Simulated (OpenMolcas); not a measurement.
# d8 ions of charge +2 down a group on the Mg site of KMgF3

```
Program             : OpenMolcas
Method              : CASSCF
Spin-orbit coupling : state interaction with AMFI integrals over the reference wave functions
```

The d shell is active. Each dopant is a cluster with its nearest anions in model potentials and point charges, with no relaxation. Distances were set from a Shannon-type radius of the metal (high-spin where two are listed) plus a fixed donor radius (F 1.31 Å), in hosts weighted 0.65 to 0.35 with the host's distance in the model lattice. Ligand basis ANO-RCC-VDZP, DKH2 Hamiltonian. States (labels of O, the rotations of Oh). Energies in cm-1 above the lowest state or level, χT in cm3 K/mol; 10Dq and B are least-squares fits to the states below 45000 cm-1, weighted by degeneracy, with a free offset, and given where the rms deviation is under 5 % of |10Dq| (or 100 cm-1) and under 700 cm-1. Spin-only χT is S(S+1) / 2 for the spin of the ground state.

```
 Ion  Shell  R (Å)   Metal basis  Ground state  First state of that spin   10Dq  B (rms of fit)  First gap with spin-orbit (degeneracies)  χT at 300 K  First state of another spin  Spin-only χT
Ni2+    3d8  1.995  ANO-RCC-VTZP           3A2                  3T2 7058   6864       1287 (91)                               6793 (3, 2)        1.430                     1E 18924         1.000
Pd2+    4d8  2.106  ANO-RCC-VTZP           3A2                 3T2 13637  13650        885 (67)                              12016 (3, 2)        1.397                     1E 13906         1.000
Pt2+    5d8  2.067  ANO-RCC-VTZP           3A2                 3T2 20492  20369        797 (80)                              11046 (3, 2)        1.614                     1E 12666         1.000
```

|10Dq| changes by factors of 13650 / 6864 = 1.99 from Ni2+ to Pd2+, 20369 / 13650 = 1.49 from Pd2+ to Pt2+.

B goes from 1287 cm-1 (Ni2+) to 797 cm-1 (Pt2+).

Every ion keeps the highest spin of its shell. χT departs most from the spin-only value for Pt2+, by +0.614 cm3 K/mol.

Without dynamic correlation the repulsion within the d shell is too large (B by tens of per cent), so at a given field states of lower spin stand too high. Ligand-to-metal charge-transfer states are missing. With no ligand orbital active B as a rule stays too high, so bands that hang on it stand too high and its fall with covalency is understated. With metal d orbitals alone and no dynamic correlation 10Dq can be off by a tenth to a fifth, either way, in oxide and fluoride hosts (holds for Ni2+). Real 4d8 and 5d8 ions are as a rule square planar and diamagnetic (holds for Pd2+; Pt2+). With metal d orbitals alone the field can be off either way by tens of per cent (holds for Pd2+; Pt2+). No measured value stands beside these numbers; the geometry was set by hand and not optimised.
